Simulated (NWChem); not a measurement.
System: hydrogen iodide (HI); SMILES I

```xyz
2

I      0.0000     0.0000     0.0520
H      0.0000     0.0000    -1.5652
```
Atoms are numbered in this order, from 1.

Computed with NWChem. All runs use the structure optimised with PBE0/def2-SVP. def2 effective core potentials on I; no spin-orbit coupling. Static field.

For level PBE/def2-SVPD:

| Quantity | Value |
|---|---|
| isotropic polarisability (bohr³) | 37.3 |
| anisotropy (bohr³) | 1.4 |

Q: Estimate the same quantities for level PBE/def2-SVP.

A: The isotropic polarisability (bohr³) comes out as 20.8 and the anisotropy (bohr³) is 9.7.
